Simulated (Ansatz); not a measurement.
Reaction (ligand exchange at a B–Cl bond): `BCl` + `O[SiH]([SiH3])Cl` → `BO[SiH]([SiH3])Cl` + HCl

Program: Ansatz. Geometries: PBE0-D4/def2-TZVP. ΔE: electronic, gas phase. CCSD(T)/CBS is the MP2 limit (def2-TZVPP, def2-QZVPP) plus CCSD(T) − MP2 in def2-TZVPP, frozen cores. This one scheme is used for every species. Functionals use def2-TZVPP. B3LYP here is the variant with VWN-RPA as its local correlation; programs differ in this. Each species was taken in one conformer, which may not be the lowest.

```csv
level,ΔE (eV)
B3LYP-D4,-0.42
HF/CBS(def2),-0.44
```

(1) What does CCSD(T)/CBS give? (Best estimate.)

Largest T1 diagnostic among the species: 0.013.

Answers

(1) Computed: -0.39 eV. The listed levels differ from it by -0.03, -0.05 eV.

The D4 term adds −0.04 eV with B3LYP and −0.03 eV with PBE0; it sums over pairs of atoms, weighted by their polarisabilities, and B3LYP, whose exchange is more repulsive, gets the larger term.
